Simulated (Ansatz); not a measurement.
Mulliken charges of `FC[SiH](F)S` from r2SCAN/def2-TZVPP in Ansatz (PBE0-D4/def2-TZVP geometry).

```json
{"atom": "F1", "x (Å)": "1.219", "y (Å)": "-0.962", "z (Å)": "1.005", "charge (e)": "-0.244"}
{"atom": "C2", "x (Å)": "1.135", "y (Å)": "-0.085", "z (Å)": "-0.072", "charge (e)": "0.018"}
{"atom": "Si3", "x (Å)": "-0.668", "y (Å)": "0.199", "z (Å)": "-0.550", "charge (e)": "0.624"}
{"atom": "F4", "x (Å)": "-1.165", "y (Å)": "-1.084", "z (Å)": "-1.362", "charge (e)": "-0.316"}
{"atom": "S5", "x (Å)": "-1.818", "y (Å)": "0.532", "z (Å)": "1.189", "charge (e)": "-0.267"}
{"atom": "H6", "x (Å)": "1.703", "y (Å)": "-0.513", "z (Å)": "-0.904", "charge (e)": "0.073"}
{"atom": "H7", "x (Å)": "1.608", "y (Å)": "0.860", "z (Å)": "0.217", "charge (e)": "0.070"}
{"atom": "H8", "x (Å)": "-0.814", "y (Å)": "1.374", "z (Å)": "-1.438", "charge (e)": "-0.087"}
{"atom": "H9", "x (Å)": "-1.111", "y (Å)": "-0.368", "z (Å)": "1.898", "charge (e)": "0.129"}
```

By hand: the dipole of these point charges (1 e Å = 4.8032 D).

Σ q r = (0.324, 0.414, -0.158) e Å, of length 0.549 e Å = 2.64 D.

How does the dipole of the full density compare? (An estimate is asked.)

The calculation gave: (0.269, 0.249, -0.090) e Å, 1.81 D; the point charges give 1.46 times that, at 9° from its direction.

Point charges leave out the atoms' own dipoles, such as those of lone pairs, and Mulliken's split depends on the basis, so the two needn't agree.
